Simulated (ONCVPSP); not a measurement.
# An all-electron radial function and its pseudo partner (tin (Sn))

Columns: radius, all-electron u(r) and pseudo u(r) of the 4p shell (level -102.26 eV) of tin in the configuration [Ar] 3d10 4s2 4p6 4d10 5s2 5p0.5; PBE, scalar-relativistic, ONCV scheme, ONCVPSP 4.0.1.

| r (bohr) | all-electron | pseudo |
| --- | --- | --- |
| 0.082 | 0.3931 | 0.0352 |
| 0.165 | -0.3302 | 0.1376 |
| 0.248 | -0.6735 | 0.2931 |
| 0.330 | -0.4417 | 0.4784 |
| 0.413 | 0.0444 | 0.6743 |
| 0.495 | 0.5225 | 0.8535 |
| 0.578 | 0.8892 | 1.0012 |
| 0.660 | 1.1110 | 1.1013 |
| 0.742 | 1.2101 | 1.1511 |
| 0.825 | 1.2160 | 1.1514 |
| 0.908 | 1.1591 | 1.1088 |
| 0.990 | 1.0668 | 1.0346 |
| 1.072 | 0.9573 | 0.9399 |
| 1.155 | 0.8416 | 0.8339 |
| 1.238 | 0.7292 | 0.7265 |
| 1.320 | 0.6259 | 0.6253 |
| 1.402 | 0.5326 | 0.5326 |
| 1.485 | 0.4492 | 0.4492 |
| 1.568 | 0.3766 | 0.3765 |
| 1.650 | 0.3150 | 0.3149 |
| 1.733 | 0.2618 | 0.2617 |
| 1.815 | 0.2174 | 0.2173 |
| 1.898 | 0.1796 | 0.1796 |
| 1.980 | 0.1484 | 0.1483 |
| 2.062 | 0.1223 | 0.1223 |
| 2.145 | 0.1004 | 0.1004 |

Task: How many radial nodes do the two functions have?

Result: The all-electron 4p function has n − l − 1 = 2; the pseudo-wave has 0, since the states of the same l below it are removed with the core.

Task: At about which radius was the pseudo-wave matched?

Result: 1.65 bohr. The columns agree to 0.0005 from 1.40 bohr on; several derivatives are matched, so the curves merge somewhat inside the radius.

Task: Is the pseudo-wave norm-conserving?

Result: Yes: the ONCV scheme keeps the norm inside the radius equal to the all-electron one, which fixes the energy derivative of the logarithmic derivative at the level.
